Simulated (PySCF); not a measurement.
Indium: a sound run and one with changed settings

Sound run: In [Kr] 4d10 5s2 5p1, In⁺ [Kr] 4d10 5s2. Calculation: PySCF 2.14, in x2c-TZVPall; the spin-free X2C one-electron Hamiltonian (Gaussian nucleus). In the sound run the correlated levels freeze [Kr] 4d10. The sound run starts from symmetry-adapted Hartree-Fock orbitals and uses a fine grid where one is needed.

Changed run: all electrons correlated in a basis built for the valence shell.

| species | method | sound run (hartree) | changed run (hartree) | converged |
| --- | --- | --- | --- | --- |
| In | MP2 | -5878.26991 | -5878.62981 | yes |
| In⁺ | MP2 | -5878.07228 | -5878.42978 | yes |

Ionisation energy of In:

```csv
method,sound run (eV),changed run (eV)
UHF,5.205,5.205
MP2,5.378,5.443
SCS-MP2,5.361,5.382
```

A valence basis has no tight correlating functions, so it recovers only part of the core correlation, and not evenly between atom and ion.

For comparison, NIST gives 5.786 eV between the lowest levels.
